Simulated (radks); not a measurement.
Question: Coherent X-ray form factor from a spherical all-electron density. Calculated with a radial shooting solver on a logarithmic mesh with Libxc functionals: non-relativistic Kohn-Sham, PBEsol, spin-unpolarised, spherical densities, point nucleus.

sin(theta)/lambda (1/angstrom),f0 (electrons)
0.05,1.991
0.1,1.965
0.15,1.923
0.2,1.867
0.25,1.798
0.3,1.720
0.4,1.542
0.5,1.354
0.6,1.169
0.8,0.843
1,0.596
1.25,0.385
1.5,0.253
2,0.116

The species is in the configuration that NIST lists as its ground one. Which atom or ion scatters so?

Answer: The beryllium ion Be2+, [He]. Extrapolating in s^2 from the first two rows gives f0(0) = 2.0, near the electron count 2; among species with that count, the fall with angle is slower the higher Z, and the table is that of Z = 4; from so few rows the species is fixed only to a neighbour or two.
